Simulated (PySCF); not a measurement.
Cl, charge -1, singlet; WB97X/6-31G** (PySCF).

Input for PySCF:
```python
from pyscf import gto, scf, dft

mol = gto.Mole()
mol.atom = '''
    Cl    0.000000    0.000000    0.000000
'''
mol.basis = '6-31g**'
mol.charge = -1
mol.spin = 0
mol.verbose = 4
mol.build()

mf = dft.RKS(mol)
mf.xc = 'wb97x'
mf.grids.atom_grid = (99, 590)
mf.grids.prune = None
mf.kernel()
```

Q: What does PySCF print? Leave out banner, timings and long lists.

A: 
```
PySCF version 2.14.0

[INPUT] verbose = 4
[INPUT] num. atoms = 1
[INPUT] num. electrons = 18
[INPUT] charge = -1
[INPUT] spin (= nelec alpha-beta = 2S) = 0
[INPUT] symmetry False subgroup None
[INPUT] Mole.unit = angstrom
[INPUT] Symbol           X                Y                Z      unit          X                Y                Z       unit  Magmom
[INPUT]  1 Cl     0.000000000000   0.000000000000   0.000000000000 AA    0.000000000000   0.000000000000   0.000000000000 Bohr   0.0

nuclear repulsion = 0
number of shells = 8
number of NR pGTOs = 51
number of NR cGTOs = 18
basis = 6-31g**
ecp = {}

******** <class 'pyscf.dft.rks.RKS'> ********
method = RKS
initial guess = minao
damping factor = 0
level_shift factor = 0
DIIS = <class 'pyscf.scf.diis.CDIIS'>
diis_start_cycle = 1
diis_space = 8
diis_damp = 0
SCF conv_tol = 1e-09
SCF conv_tol_grad = None
SCF max_cycles = 50
direct_scf = True
direct_scf_tol = 1e-13
XC library pyscf.dft.libxc version 7.1.2
    S. Lehtola, C. Steigemann, M. J. T. Oliveira, and M. A. L. Marques,  SoftwareX 7, 1–5 (2018)
XC functionals = wb97x
    J.-D. Chai and M. Head-Gordon,  J. Chem. Phys. 128, 084106 (2008)
radial grids:
    Treutler-Ahlrichs [JCP 102, 346 (1995); DOI:10.1063/1.469408] (M4) radial grids

becke partition: Becke, JCP 88, 2547 (1988); DOI:10.1063/1.454033
pruning grids: None
grids dens level: 3
symmetrized grids: False
atomic radii adjust function: <function treutler_atomic_radii_adjust>
User specified grid scheme (99, 590)
small_rho_cutoff = 0
Set gradient conv threshold to 3.16228e-05
Initial guess from minao.
tot grids = 58416
init E= -459.959639924868
  HOMO = -0.42949292126783  LUMO = 0.424394124523041  gap/eV = 23.23545
cycle= 1 E= -460.179641351999  delta_E= -0.22  |g|= 0.385  |ddm|= 0.512
  HOMO = 0.00342756241909493  LUMO = 0.820085550492903  gap/eV = 22.22240
cycle= 2 E= -460.218082140738  delta_E= -0.0384  |g|= 0.216  |ddm|= 0.938
  HOMO = -0.0863045943117098  LUMO = 0.754633605063477  gap/eV = 22.88309
cycle= 3 E= -460.231214066181  delta_E= -0.0131  |g|= 0.0039  |ddm|= 0.303
  HOMO = -0.0899244945162356  LUMO = 0.752115328165786  gap/eV = 22.91307
cycle= 4 E= -460.231218079707  delta_E= -4.01e-06  |g|= 0.000272  |ddm|= 0.00612
  HOMO = -0.08993027118629  LUMO = 0.752062484715311  gap/eV = 22.91179
cycle= 5 E= -460.231218113545  delta_E= -3.38e-08  |g|= 6.66e-06  |ddm|= 0.000784
  HOMO = -0.089938255131491  LUMO = 0.752057695645542  gap/eV = 22.91188
cycle= 6 E= -460.231218113556  delta_E= -1.17e-11  |g|= 1.75e-07  |ddm|= 1.13e-05
  HOMO = -0.0899380766433453  LUMO = 0.752057806233124  gap/eV = 22.91187
Extra cycle  E= -460.231218113556  delta_E= 1.14e-13  |g|= 5.86e-08  |ddm|= 2.68e-07
converged SCF energy = -460.231218113556
```
